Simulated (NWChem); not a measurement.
Molecule: SiH₄S₂; SMILES S[SiH2]S

```xyz
7

Si     0.0000     0.0000    -0.7226
S      1.8249     0.0514     0.4265
S     -1.8249    -0.0514     0.4265
H      0.1022     1.2203    -1.5575
H     -0.1022    -1.2203    -1.5575
H      1.6283    -1.1113     1.0867
H     -1.6283     1.1113     1.0867
```
Atoms are numbered in this order, from 1.

Program: NWChem. Pople sets run with spherical d functions. Geometry: optimised at B3LYP/6-31G* (spherical d). Vzz is the largest principal value of the second derivative of the potential at the nucleus (NWChem prints the opposite sign); η is the asymmetry. Non-relativistic.

```json
[
 {"level": "PBE0/cc-pVTZ", "Vzz S3 (a.u.)": "___", "η S3": "0.75"},
 {"level": "PBE0/6-31G*", "Vzz S3 (a.u.)": "-1.949", "η S3": "0.72"},
 {"level": "CAM-B3LYP/def2-SVP", "Vzz S3 (a.u.)": "-2.033", "η S3": "0.77"},
 {"level": "CAM-B3LYP/cc-pVTZ", "Vzz S3 (a.u.)": "-1.972", "η S3": "0.77"}
]
```

Task: What belongs in the gaps?

Result: 
- PBE0/cc-pVTZ, Vzz S3 (a.u.): -1.885
